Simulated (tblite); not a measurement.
Species: Cl2NO4S2 (charge -1).
Bonds: O1–S2 (double), S2–O3 (double), S2–Cl4, S2–N5, N5–S6, S6–O7 (double), S6–O8 (double), S6–Cl9.

Structure optimised with GFN2-xTB, isolated species.

Question: List the bond lengths, angles and torsions at this level.

Answer: 
```
                  bond  length (pm)
O1=S2 and 3 like bonds        142.7
        S2–Cl4, S6–Cl9        199.5
                 S2–N5        158.3
                 N5–S6        156.1
```

Bonds in one row agree within 1 pm and their mean is given. A selection of angles:
```
    angle  degrees
 O1–S2–O3    119.7
O1–S2–Cl4    103.7
 O1–S2–N5    114.4
 O3–S2–N5    115.2
Cl4–S2–N5     96.4
 S2–N5–S6    104.9
N5–S6–Cl9    102.8
 O7–S6–O8    118.1
```

Dihedral angles: O1–S2–N5–S6 60° (synclinal); S2–N5–S6–O7 20° (synperiplanar). The mirror-image conformer, all signs reversed, is as good.

N5 (nitrogen bonded to 2 S) is bent (angle 104.9°). The N–S distances run from 1.561 Å (N5–S6, drawn single in one of several resonance forms) to 1.583 Å (S2–N5, drawn single in one of several resonance forms), a spread of 0.022 Å. S2 (sulfonyl sulfur) has angles from 96.4° to 119.7°. Of the pairs four or more bonds apart, O1···O7 is among the closest relative to their van der Waals radii: 2.77 Å, 91 % of the sum of Bondi's values.

Point group: C1 (no symmetry element, even within 0.4 Å). Its GFN2-xTB frequencies are all real (lowest 56 cm⁻¹). 3 starts were optimised and ended at 0.00, 0.16 and 3.91 kcal/mol (GFN2-xTB); the lowest of these is shown.

All values are computed, not measured.
